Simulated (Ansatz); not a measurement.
Born–Oppenheimer molecular dynamics of CH₂BrNSi (6 atoms, charge 0, multiplicity 1). It starts from a relaxed structure.

Method: RKS revPBE-D4/def2-SVP (Ansatz).

```yaml
ensemble: NVT, Langevin thermostat
time_step: 0.25 fs
steps_asked: 400
set_temperature: 500 K
friction: 0.005 /fs
seed: 959840
```

First frame:

```xyz
6
Properties=species:S:1:pos:R:3
N 0.677 -2.251 0.862
C 0.411 -1.174 0.471
Si -0.009 0.532 -0.149
Br -2.033 0.451 -1.083
H 1.014 0.917 -1.170
H -0.019 1.460 1.023
```

(1) How far do the bonds stretch over the last three quarters of this one trajectory? (Pairs bonded in most of those frames.)

Results:

(1) 
```csv
bond,mean (Å),spread (Å),shortest,longest
N1–C2,1.178,0.012,1.15,1.20
C2–Si3,1.889,0.073,1.77,1.98
Si3–Br4,2.210,0.038,2.16,2.32
Si3–H5,1.496,0.023,1.45,1.54
Si3–H6,1.501,0.055,1.41,1.59
```

Mean temperature of the second half: 328 K. The mean temperature of the second half is 34 % below the set value. A run of 0.1 ps of so small a system gives no equilibrium averages.

Run time: 12 min on 2 threads of Arm Neoverse N1, with other jobs on the host, peak memory 0.15 GiB.
